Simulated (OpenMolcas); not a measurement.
Pd3+: moving or changing the point charges

Pd3+ among 6 point charges of -1 e arranged as an octahedron (Oh), 1.8 Å from the ion.

```
Program             : OpenMolcas
Method              : CASSCF
Basis               : ANO-RCC-VDZP [6s5p3d1f]
Scalar Hamiltonian  : DKH2, point nucleus
Active space        : 7 electrons in 5 orbitals (4d)
State averaging     : 2S+1 = 4 even, 10 roots; 2S+1 = 2 even, 40 roots
Spin-orbit coupling : state interaction with AMFI integrals over the reference wave functions
```

Runs around this geometry, states (labels of O, the rotations of Oh). Energies in cm-1 above the lowest state or level, χT in cm3 K/mol; under a threefold ground state the first gap can be a small split of the lowest multiplet, not the spin-orbit step; 10Dq and B are least-squares fits to the states below 45000 cm-1, weighted by degeneracy, with a free offset, and given where the rms deviation is under 5 % of |10Dq| (or 100 cm-1) and under 700 cm-1.

```
R (Å)  q (e)  Ground state  First state of that spin  10Dq  B (rms of fit)  First gap with spin-orbit (degeneracies)  χT at 300 K  First state of another spin
  1.8   -0.5           4T1                  4T2 2673  3073        988 (62)                              619.3 (2, 4)        4.079                     2E 15389
 1.63     -1           4T1                  4T2 8672  9482       980 (204)                              919.9 (2, 4)        3.216                      2E 9930
  1.8     -1           4T1                  4T2 5530  6164       985 (137)                              858.7 (2, 4)        3.481                     2E 12946
 1.88     -1           4T1                  4T2 4527  5076       987 (114)                              805.0 (2, 4)        3.627                     2E 13880
```

Taking |10Dq| as R^-n, n = -ln(5076 / 9482) / ln(1.88 / 1.63) = 4.4 between the shortest and longest distance. The point-charge formula for a cubic d site gives n = 5.

Scaling the charges by -0.5 / -1 = 0.50 scales |10Dq| by 3073 / 6164 = 0.50; with fixed orbitals a first-order splitting would follow the charge.

An orbital triplet at a regular site is open to Jahn-Teller coupling, which can distort the site and quench the lowest spin-orbit gaps and is left out. Without dynamic correlation the repulsion within the d shell is too large (B by tens of per cent), so at a given field states of lower spin stand too high. Point charges give a weaker field than real ligands, and real ions of this kind are as a rule low spin; the high spin found here belongs to the model. This field is weak: 10Dq is about 3073 cm-1, while octahedral complexes of 4d ions of charge 3 and more, computed by the same method with explicit ligands, had a median near 25000 cm-1. Ground spin and moment need not be those of a real site (figures for R = 1.8, q = -0.5; the like holds for R = 1.63, q = -1, R = 1.8, q = -1, R = 1.88, q = -1). This shell can be high or low spin here, a state of another spin lies low, and with metal d orbitals alone active their balance is uncertain, so the ground spin may be wrong (holds for R = 1.63, q = -1; R = 1.8, q = -1; R = 1.88, q = -1). Point charges carry no covalency, so the field is a model and not that of real ligands. No measured value stands beside these numbers.
